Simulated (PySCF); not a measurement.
A GIAO shielding run with PySCF 2.14 (density fitting, non-relativistic, gas phase) on SMILES [O]=[Mn](=[O])(=[O])[Br], BrMnO3:

```
{"job": {"kind": "nmr", "xc": "PBE", "basis": {"default": "pcSseg-1", "Mn": "pcSseg-2"}, "pop": false}, "charge": 0, "multiplicity": 1}
Mn     0.075953     0.144115     0.076682
O     -0.035291    -0.037100     1.595499
O      1.537010     0.164365    -0.388049
O     -0.687046     1.385932    -0.402018
Br    -0.890626    -1.657312    -0.882125
```

Hardware: 1 thread of an x86-64 server CPU, shared host.

Question: How large is the calculation?

Answer: 84 electrons, 165 basis functions and 853 auxiliary functions.

Question: How long does it take?

Answer: 45 s of wall time, with 28 SCF cycles. Times on a shared host scatter by some tens of per cent.

Question: And these other runs on the same molecule and hardware: GIAO shielding at B3LYP/pcSseg-1 (pcSseg-2 on Mn); GIAO shielding at PBE0/pcSseg-1 (pcSseg-2 on Mn); spin–spin coupling at PBE/pcJ-1 (pcSseg-1 on Br, pcSseg-1 on Mn)?

Answer: B3LYP/pcSseg-1 (pcSseg-2 on Mn): 165 functions, 24 s; PBE0/pcSseg-1 (pcSseg-2 on Mn): 165 functions, 31 s; PBE/pcJ-1 (pcSseg-1 on Br, pcSseg-1 on Mn): 167 functions, 110 s.
